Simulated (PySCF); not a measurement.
C₂H₇BO, SMILES CBOC.

Coordinates come from a PBE0-D3(BJ)/def2-SVP optimisation. The values are those of a single conformer.

These are PySCF with TDA-PBE/def2-SVPD values and carry that method's errors.

Vertical excitations. Gas-phase values at a fixed geometry. State labels are in the subgroup Cs.

Computed lowest excited states:
| state | symmetry | energy (eV) | λ (nm) | f | main pairs |
|---|---|---|---|---|---|
| S1 | A" | 6.24 | 199 | 0.002 | HOMO→LUMO 100 % |
| S2 | A' | 7.09 | 175 | 0.002 | HOMO→LUMO+1 99 % |
| S3 | A" | 7.49 | 166 | 0.000 | HOMO−2→LUMO 99 % |
| S4 | A' | 7.50 | 165 | 0.017 | HOMO→LUMO+2 85 %, HOMO−1→LUMO 13 % |
| S5 | A' | 7.62 | 163 | 0.278 | HOMO−1→LUMO 76 %, HOMO→LUMO+2 14 % |
| S6 | A" | 7.68 | 161 | 0.007 | HOMO−1→LUMO+1 99 % |
| S7 | A" | 8.17 | 152 | 0.007 | HOMO−1→LUMO+2 99 % |
| S8 | A" | 8.30 | 149 | 0.011 | HOMO−3→LUMO 94 % |
| S9 | A' | 8.32 | 149 | 0.206 | HOMO→LUMO+3 96 % |
| S10 | A' | 8.39 | 148 | 0.033 | HOMO→LUMO+4 63 %, HOMO−2→LUMO+1 34 % |
| T1 | A" | 5.72 | 217 | 0 | HOMO→LUMO 99 % |
| T2 | A' | 6.21 | 200 | 0 | HOMO−1→LUMO 98 % |
| T3 | A' | 6.91 | 179 | 0 | HOMO→LUMO+1 100 % |
| T4 | A" | 7.17 | 173 | 0 | HOMO−2→LUMO 98 % |
Triplets are in the Tamm–Dancoff approximation.
